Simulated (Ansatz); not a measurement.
CH5B (SMILES BC) moved off its minimum; all values from Ansatz (a first-principles code), cores frozen in correlated methods.
(charge 0, multiplicity 1)
```xyz
7

B     -0.4698    -0.6754     0.0420
H     -0.0858    -1.5720     0.7357
H     -1.6096    -0.7475    -0.4073
C      0.3685     0.5601    -0.0595
H      0.1162     1.2344     0.7509
H      0.1086     0.9839    -0.9772
H      1.5223     0.4387     0.1019
```

```csv
level,largest force (eV/Å),on atom,rms difference from CCSD(T)/cc-pVTZ (eV/Å),dipole (D)
HF/def2-TZVPP,3.55,C4,0.159,0.66
PBE/def2-TZVPP,3.08,C4,0.209,0.88
r2SCAN/def2-TZVPP,3.10,C4,0.144,0.86
B3LYP/def2-TZVPP,3.09,C4,0.112,0.80
wB97M-V/def2-TZVPP,3.19,C4,0.095,0.80
MP2/cc-pVTZ,3.41,C4,0.062,0.74
CCSD(T)/cc-pVTZ,3.34,C4,0.000,0.74
```

The differences count from one level among others, with limits of its own. Forces at CCSD(T)/cc-pVTZ (eV/Å):

```tsv
atom	Fx	Fy	Fz
B1	-1.365	-1.721	1.170
H2	-0.123	-0.290	-0.186
H3	0.718	0.079	0.026
C4	3.209	0.091	0.906
H5	-0.515	0.354	0.221
H6	0.127	1.472	-1.500
H7	-2.052	0.015	-0.638
```
